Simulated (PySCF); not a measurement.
Geometry:
```csv
atom,x (Å),y (Å),z (Å)
N1,1.766,-1.105,-1.652
C2,0.855,-0.895,-0.986
C3,-0.264,-0.591,-0.218
C4,-1.732,-0.804,-0.475
C5,-1.117,-1.319,0.778
C6,-0.419,-0.063,1.200
Si7,-1.321,1.589,1.527
C8,0.772,-0.266,2.108
F9,1.671,0.739,1.952
F10,1.438,-1.418,1.852
H11,-2.391,0.056,-0.428
H12,-2.003,-1.526,-1.236
H13,-1.053,-2.312,1.175
H14,-1.218,2.410,0.324
H15,-2.709,1.264,1.859
H16,-0.669,2.224,2.667
H17,0.485,-0.285,3.173
```

- coordinates at the GFN2-xTB level
- σ from GIAO-PBE0/pcSseg-1
- code: PySCF 2.14.0 with density-fitted response routines
- gas phase, no relativistic terms, a single conformation, one averaged value for each set of equivalent atoms

Predict the 2D correlation tables (HSQC, COSY, HMBC).

Results:



HSQC (one-bond C–H):
```
        δH          δC
6.14 (H17)  119.6 (C8)
2.72 (H13)   22.7 (C5)
1.83 (H12)   36.5 (C4)
1.22 (H11)   36.5 (C4)
```

COSY cross peaks (H two or three bonds apart, from the bond graph; peaks can be absent where the dihedral angle is near 90°):
```
        δH          δH
2.72 (H13)  1.83 (H12)
2.72 (H13)  1.22 (H11)
1.83 (H12)  1.22 (H11)
```

HMBC (two and three bonds, from the bond graph):
```
                δH                                                       δC
        6.14 (H17)                          45.1 (C6), 22.7 (C5), -0.4 (C3)
3.98 (H14/H15/H16)              119.6 (C8), 45.1 (C6), 22.7 (C5), -0.4 (C3)
        2.72 (H13)  121.2 (C2), 119.6 (C8), 45.1 (C6), 36.5 (C4), -0.4 (C3)
        1.83 (H12)              121.2 (C2), 45.1 (C6), 22.7 (C5), -0.4 (C3)
        1.22 (H11)              121.2 (C2), 45.1 (C6), 22.7 (C5), -0.4 (C3)
```

Shifts are taken against calculated references (same method and geometry level): 1H and 13C against TMS.

Short H···H contacts in this conformer between protons four or more bonds apart (candidates for NOE cross peaks, intensity ∝ r⁻⁶): H11···H15 2.61 Å.

Shifts are as computed. Against solution values, carbons near 30 ppm lie about +3 ppm off and those near 130 ppm about +5 ppm. Of 1309 compounds with measured shifts, 239 miss one by over three times the rms of a fit or turn the order of signals round; such compounds aren't used in these exercises.
